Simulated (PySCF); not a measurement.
CH4BCl, SMILES BCCl (CAM-B3LYP/def2-SVP optimised geometry):

```
7

B      0.853    -0.263     0.000
C     -0.702    -0.263     0.000
Cl    -1.507     1.338     0.000
H      1.507     0.746     0.000
H      1.403    -1.338     0.000
H     -1.062    -0.831    -0.875
H     -1.062    -0.831     0.875
```

Method: CAM-B3LYP/def2-TZVP (PySCF 2.14.0).

**Question.** What are the frontier orbital energies and the dipole moment?

**Answer.** HOMO-2 -11.19 eV, HOMO-1 -9.87 eV, HOMO -9.62 eV, LUMO -0.69 eV, LUMO+1 1.54 eV; dipole moment 1.88 D.

Meta-Löwdin charges at CAM-B3LYP/def2-TZVP: B1 0.06, C2 -0.27, Cl3 -0.13, H4 0.02, H5 0.01, H6 0.15, H7 0.15.
